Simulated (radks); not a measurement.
Numerical settings for neutral rhodium, [Kr] 4d8 5s1. All-electron calculation, Dirac Kohn-Sham, PBE, spin-unpolarised, spherical densities, finite nucleus; open shells are shared between the two j in proportion to 2j + 1; Fermi nuclear charge, rms radius 4.4945 fm. Program: a radial shooting solver on a logarithmic mesh with Libxc functionals. The defaults (mesh step 0.008 in ln r, mesh end at 40 bohr or more with all orbitals vanishing there, Anderson mixing 0.5 over 9 steps, residual threshold near 1e-9 with the energy settled to 1e-9 hartree or 1e-11 of itself, here a cap of 100 iterations) give E = -4784.9411 hartree and 5s1/2 at -4.301 eV in 15 iterations. Run on one thread of a shared host, so times are rough (Arm Neoverse V1): 0.14 s of CPU time, 0.14 s wall, 15 iterations on 2437 mesh points. Changes against that run (0 stands for a change within the tolerance of the run):

setting                     iterations         converged  E (mhartree)  e(5s1/2) (meV)  CPU (s)
mesh step in ln r 0.03              15               yes     +0.000878               0     0.05
mesh step in ln r 0.08              11                no      diverged               -     0.04
mesh step in ln r 0.2                4                no      diverged               -     0.01
mesh end (bohr) 8                   14               yes         +3.31            +194     0.12
mesh end (bohr) 2                   13  level above zero     +1.17e+04       +1.29e+05     0.08
residual threshold 1e-16           100                no             0               0     0.43
residual threshold 1e-05            12               yes             0        -0.00285     0.12
mixing 0.05                         33               yes             0               0     0.27
linear mixing, mixing 0.8          100                no     +2.23e+04       +2.22e+03      1.6
linear mixing, mixing 0.05         100                no      +0.00189           -17.1     0.69
mixing history 2                    23               yes             0               0     0.17
iteration cap 8                      8                no             0          -0.912     0.08

Settled on a wrong energy, with an occupied level pushed above zero by the early mesh end: mesh end (bohr) 2 (+11.7 hartree). Apart from these: settings that end as converged yet miss the energy by more than 1 mhartree: mesh end (bohr) 8 (+0.00331 hartree). A mesh that ends early acts as a hard wall.
